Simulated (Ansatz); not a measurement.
```yaml
crystal:
  periodic: [false, false, false]
  atoms:
    - {symbol: N, position_ang: [-1.307821, 0.831972, -0.938320]}
    - {symbol: C, position_ang: [-0.415982, 0.110485, -0.447741]}
    - {symbol: C, position_ang: [0.865249, 0.061216, 0.231451]}
    - {symbol: As, position_ang: [0.053078, -1.766349, -0.133992]}
    - {symbol: H, position_ang: [-1.066161, 1.824176, -0.847763]}
    - {symbol: H, position_ang: [0.926246, 0.397016, 1.261540]}
    - {symbol: H, position_ang: [1.754483, 0.252315, -0.363044]}
    - {symbol: H, position_ang: [-0.716892, -1.767830, 1.182070]}
basis:
  gaussian: {orbitals: cc-pVTZ-PP}
hamiltonian: {xc: {name: r2SCAN}, dispersion: d3bj}
```

```sh
$ ansatz run in.yaml --threads 2 --pin off --events-out ev --progress --plain --max-ram 4352MiB
```

Problem. How does Ansatz answer? (Best estimate.)

Solution. Ansatz gave: The program refused the input.
```
Warning: the engine holds no damping parameters fitted to this dispersion correction and functional, so the run takes those fitted to r2scan beside the three-body term, which d3bj leaves out (hamiltonian.dispersion, under Limitations)
Functional definition: r2SCAN
Error: <dir> the basis set cc-pVTZ-PP has no functions for N
```
